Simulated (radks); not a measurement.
Question: Hf I, 72 electrons, occupied as [Xe] 4f14 5d2 6s2. Calculated with a radial shooting solver on a logarithmic mesh with Libxc functionals: scalar-relativistic Kohn-Sham, r2SCAN, spin-polarised, spherical densities, finite nucleus; open shells are filled with parallel spins first (spin-orbit coupling, left out, can overturn this in heavy ions); meta-GGA in the generalised Kohn-Sham scheme; Fermi nuclear charge, rms radius 5.347 fm. Some entries of the table are withheld. Estimate them.

| orbital | occ. | eigenvalue (hartree) | <r> (bohr) | <1/r> (bohr^-1) |
|---|---|---|---|---|
| 1s down | 1 | -2401.727 | 0.01899 | 83.78 |
| 1s up | 1 | -2401.727 | 0.01899 | 83.78 |
| 2s up | 1 | -411.6619 | 0.08036 | 19.58 |
| 2s down | 1 | -411.6587 | 0.08036 | 19.58 |
| 2p up | 3 | -361.3835 | 0.07173 | 17.85 |
| 2p down | 3 | -361.3812 | 0.07173 | 17.85 |
| 3s down | 1 | -94.14393 | 0.2084 | 7.255 |
| 3s up | 1 | -94.14334 | 0.2084 | 7.255 |
| 3p down | 3 | -79.04988 | 0.2084 | 6.720 |
| 3p up | 3 | -79.04952 | 0.2084 | 6.720 |
| 3d up | 5 | -61.15418 | 0.1890 | 6.348 |
| 3d down | 5 | -61.15308 | 0.1890 | 6.348 |
| 4s up | 1 | -19.16028 | 0.4684 | 3.062 |
| 4s down | 1 | -19.15917 | 0.4684 | 3.061 |
| 4p up | 3 | -14.18663 | 0.4975 | 2.790 |
| 4p down | 3 | -14.18583 | 0.4975 | 2.790 |
| 4d up | 5 | -7.72592 | 0.5353 | 2.473 |
| 4d down | 5 | -7.72472 | 0.5353 | 2.473 |
| 5s up | 1 | -2.53448 | 1.141 | 1.164 |
| 5s down | 1 | -2.50948 | 1.134 | 1.171 |
| 5p up | 3 | (1) | 1.347 | 0.9700 |
| 5p down | 3 | (2) | 1.333 | 0.9806 |
| 4f up | 7 | -0.62502 | (3) | 1.914 |
| 4f down | 7 | -0.61881 | (4) | 1.922 |
| 6s up | 1 | -0.20585 | 3.385 | 0.3724 |
| 6s down | 1 | -0.17168 | 3.632 | 0.3441 |
| 5d up | 2 | -0.11675 | 2.434 | (5) |
| 5d down | 0 | -0.06123 | 2.622 | (6) |

Answer: 
(1) 5p up eigenvalue (hartree): -1.36372
(2) 5p down eigenvalue (hartree): -1.32391
(3) 4f up <r> (bohr): 0.6787
(4) 4f down <r> (bohr): 0.6734
(5) 5d up <1/r> (bohr^-1): 0.5504
(6) 5d down <1/r> (bohr^-1): 0.5269
